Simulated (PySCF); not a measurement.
Harmonic spectrum computed at PBE0 in the def2-TZVP basis family (core potentials from Rb on, PySCF, no spin–orbit coupling):

```
ω (cm⁻¹)  IR (km/mol, summed over degenerate members)  degeneracy
     144                                         57.7           2
     322                                         12.4           1
     952                                         61.6           1
```

Task: Which molecule gave it? In each, all ligands are bound to the one heavy central atom.
A. InOBr (singlet)
B. GaOBr (singlet)
C. SbOBr (singlet)
D. IOBr (singlet)
E. LaOBr (singlet)

Result: B. It has C∞v symmetry with Ga–Br 2.223 Å, Ga–O 1.645 Å.
